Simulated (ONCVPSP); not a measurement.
Ir: one change to an ONCV potential, before and after

```json
{
 "Element": "iridium (Ir)",
 "Generator": "ONCVPSP 4.0.1",
 "Type": "optimised norm-conserving Vanderbilt (ONCV)",
 "Functional": "PBE",
 "Relativity": "fully relativistic",
 "Frozen core": "[Kr] 4d10 4f14",
 "Valence charge": "17",
 "Reference configuration": "5s2 5p6 5d7 6s1 (charge +1)",
 "Partial waves": "5s+6s: rc 1.85 bohr, ncon 3, nbas 7, qcut 7 1/bohr, 2 projectors; 5p: rc 1.95 bohr, ncon 4, nbas 8, qcut 7.7 1/bohr, 2 projectors, debl 1.1 Ha; 5d: rc 1.50 bohr, ncon 4, nbas 7, qcut 5.4 1/bohr, 2 projectors, debl 1.5 Ha",
 "Local potential": "polynomial inside 1.25 bohr (lpopt 4, dvloc0 0 Ha)",
 "Core correction": "Teter function, fcfact 5.5, rcfact 1.65"
}
```

Open shells are filled in proportion to 2j + 1.

In the p channel the program set the typed energies aside and used -2.180, 0.250 Ha (j = l + 1/2; the other j can differ).

Change: all radii but the core radius scaled by about 1.31 (s 2.42, p 2.54, d 1.96 bohr); local potential polynomial inside 1.64 bohr (lpopt 4, dvloc0 0 Ha). In the p channel the program set the typed energies aside and used -2.180, 0.050 Ha (j = l + 1/2; the other j can differ).

Cutoffs: the cutoffs (Ha) at which the residual kinetic energy of the hardest occupied pseudo-wave falls to 1 and 0.1 mHa per electron; they do not see the model core or the augmentation charge, which bear on the density cutoff. Errors are all-electron minus pseudo energies relative to the spin-unpolarised reference configuration.

Problem. How do hardness, ghosts and transferability respond?

Solution. The potential gets softer (26 Ha and 62 Ha → 18 Ha and 42 Ha); of the 4 tests that both files solve, the error grows in 3 and shrinks in 0 by more than 15 % and 0.3 meV (median size 7.7 → 9.5 meV); neither file shows a bound ghost. A larger radius leaves more room for a smooth pseudo-wave, so fewer plane waves are needed. More of the atom is replaced by a form fitted at one configuration, so other configurations suffer.

```csv
quantity,base,changed
"cutoff, loose",26 Ha,18 Ha
"cutoff, tight",62 Ha,42 Ha
loose cutoff by channel,"s 15 Ha, p 17 Ha, d 26 Ha","s 8.9 Ha, p 15 Ha, d 18 Ha"
bound ghosts,none,none
GHOST(+) flags under 300 eV,none,none
"error for 5s2 5p6 5d7 6s2, meV [ΔE -9.89 eV]",-5.3,-5.7
"error for 5s2 5p6 5d7 6s0, meV [ΔE 17.47 eV]",-10,-12
"error for 5s2 5p6 5d6 6s0, meV [ΔE 48.01 eV]",-25,-29
"error for 5s2 5p6 5d7 6s0 6p1, meV [ΔE 6.40 eV]",-4.4,-6.7
"rms error of d²Exc/dni dnj with the model core, mHa",2.24,2.31
```

Base: These tests converged, but a pseudo level misses the all-electron one widely, so the file describes the atom poorly there or has found another state: 5s2 5p6 5d7 6s0 6p1: empty 6s by 6.9 eV. Changed file: These tests converged, but a pseudo level misses the all-electron one widely, so the file describes the atom poorly there or has found another state: 5s2 5p6 5d7 6s0 6p1: empty 6s by 6.9 eV.
